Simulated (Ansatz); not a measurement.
Gas-phase electronic energies from Ansatz, PBE0-D4/def2-TZVP geometries. CCSD(T)/CBS adds triple-zeta CCSD(T) − MP2 to the extrapolated MP2 energy (def2 sets, frozen cores). This one scheme is used for every species. DFT in def2-TZVPP. One conformer a species, not always the lowest.

`C#CN(C)[SiH2]F` + `C=N` → `C=N[SiH2]F` + `C#CNC`  (ligand exchange at the Si–N bond)

`C#CN(C)[SiH2]F`:

```xyz
12

C     0.483    0.674   -2.398
C     0.306    0.358   -1.251
N     0.122    0.009    0.030
C     0.650    0.927    1.038
Si   -0.885   -1.333    0.426
F    -2.419   -0.915    0.585
H     0.633    0.947   -3.414
H     1.719    1.084    0.880
H     0.140    1.893    0.997
H     0.503    0.494    2.028
H    -0.804   -2.312   -0.672
H    -0.448   -1.825    1.750
```

`C=N`:

Cartesian coordinates in Å:
```
C -0.047 -0.348 -0.170
N 0.154 0.896 -0.203
H -0.189 -0.936 0.745
H -0.085 -0.901 -1.110
H 0.167 1.289 0.738
```

`C=N[SiH2]F`:

```xyz
8

C    -0.922    0.915   -0.813
N    -0.577   -0.256   -0.515
Si    0.642   -0.795    0.565
F     1.436    0.402    1.278
H    -0.458    1.819   -0.395
H    -1.732    1.086   -1.532
H    -0.011   -1.592    1.625
H     1.623   -1.580   -0.214
```

`C#CNC`:

```xyz
9

C    -1.380   -1.551    0.737
C    -0.537   -0.954    0.119
N     0.432   -0.293   -0.523
C     0.722    1.070   -0.109
H    -2.116   -2.092    1.280
H     0.440   -0.438   -1.522
H     1.602    1.422   -0.647
H     0.948    1.075    0.957
H    -0.110    1.760   -0.291
```

Question: Is it downhill or uphill in electronic energy at CCSD(T)/CBS, and by how much? (Best estimate.)

Answer: Ansatz gave: Uphill: ΔE = +5.1 kcal/mol.

Question: What do these levels give: r2SCAN-D4, PBE, HF/def2-TZVPP, MP2/def2-TZVPP, HF/CBS(def2), CCSD/CBS(def2)? (An estimate is asked.)

Answer: The calculation gave: r2SCAN-D4 3.3, PBE 2.5, HF/def2-TZVPP 2.3, MP2/def2-TZVPP 5.6, HF/CBS(def2) 2.3, CCSD/CBS(def2) 4.7 kcal/mol.

Largest T1 diagnostic among the species: 0.013.

In def2-TZVPP, CCSD(T) changes the Hartree–Fock value by +3.3 kcal/mol (the triples alone add +0.4 kcal/mol) and MP2 by +3.3 kcal/mol. The D4 term adds +1.4 kcal/mol with B3LYP and +0.8 kcal/mol with PBE0; it sums over pairs of atoms, weighted by their polarisabilities, and B3LYP, whose exchange is more repulsive, gets the larger term.

B3LYP here is the variant with VWN-RPA as its local correlation; programs differ in this.
